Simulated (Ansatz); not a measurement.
## Correcting a cheap level on Si-containing molecules

The vertical ionisation energy (cation less neutral) in eV of 7 Si-containing molecules: x at HF/def2-TZVPP, y at CCSD(T)/def2-TZVPP. Shapes, held fixed at every level: PBE0-D4/def2-TZVP. Flexible molecules stand in one conformer, not always the lowest. Programs: Ansatz 0.2.0.

```
                                               molecule  x (eV)  y (eV)
                       C3H12N2Si (SMILES C[Si](C)(C)NN)    7.55    8.82
    Ge2Si3H10 (SMILES [SiH2]1[SiH2][GeH2][GeH2][SiH2]1)    8.64    9.38
Ge2Si4H14 (SMILES [SiH3][SiH2][SiH2][GeH2][SiH2][GeH3])    8.82    9.50
      Ge2Si3H12 (SMILES [SiH3][GeH2][SiH2][GeH2][SiH3])    8.84       ?
      Ge2Si3H12 (SMILES [SiH3][GeH2][SiH2][SiH2][GeH3])    8.89    9.59
             Ge3SiH10 (SMILES [GeH3][SiH2][GeH2][GeH3])    8.93    9.64
             C4H11F3Si2 (SMILES C[Si](C)(F)CC[SiH](F)F)    9.99   10.55
```

Task: Fit y = c + s·x to the known rows and predict y for Ge2Si3H12 (SMILES [SiH3][GeH2][SiH2][GeH2][SiH3]).

Result: 
1. Means of the 6 rows: x = 8.8033, y = 9.580.
2. Σ(Δx)² = 3.0295, Σ(Δx·Δy) = 2.1434, so the slope is 2.1434/3.0295 = 0.70751.
3. Intercept: 9.580 − (0.70751) × 8.8033 = 3.352. The largest residual of the fit is 0.13.
4. Ge2Si3H12 (SMILES [SiH3][GeH2][SiH2][GeH2][SiH3]): 3.352 + 0.70751 × 8.84 = 9.61 eV.

CCSD(T)/def2-TZVPP gives 9.53 eV, so the prediction is off by +0.08 eV, within the largest residual. Uncorrected, HF/def2-TZVPP misses Ge2Si3H12 (SMILES [SiH3][GeH2][SiH2][GeH2][SiH3]) by -0.69 eV, and the other rows by 0.78 on average. The line removes about 85 % of this miss. Left out in turn, the other rows are missed by 0.18 eV on average, so much of the error is systematic among these molecules. Cations run unrestricted. Relativity is left out for Ge. Outer-core shells of Ge are correlated, in sets that cover them unevenly.
